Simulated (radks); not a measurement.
The numbers below are computed, except where a source is named.
Species: Gd LIV. Configuration: [Ne] 3s1.

Level of theory: Dirac Kohn-Sham, exchange-only PBE, spin-unpolarised, spherical densities, finite nucleus; Fermi nuclear charge, rms radius 5.1569 fm (a radial shooting solver on a logarithmic mesh with Libxc functionals).

Energy parts (Ry):
part                   energy
total             -16462.7669
kinetic            18312.1920
electron-nucleus  -36011.8846
Hartree             1472.2553
exchange            -235.3296

Orbitals (lengths in bohr, moments of r in powers of bohr):
| orbital | occ. | eigenvalue (Ry) | <1/r> | <r^4> |
|---|---|---|---|---|
| 1s1/2 | 2 | -3977.793 | 71.69 | 1.136e-06 |
| 2s1/2 | 2 | -888.2584 | 17.41 | 0.0001657 |
| 2p1/2 | 2 | -862.1860 | 17.33 | 0.0001011 |
| 2p3/2 | 4 | -809.0840 | 15.34 | 0.0001311 |
| 3s1/2 | 1 | -366.2711 | 7.136 | 0.004336 |

The highest occupied level is 3s1/2 at -4983.4 eV. The electron density at the nucleus is 6.213e+05 e/bohr^3. Summed over all electrons, <r^2> = 0.1227 bohr^2, which gives a Langevin (diamagnetic) susceptibility term of -0.0972 x 10^-6 cm^3/mol.
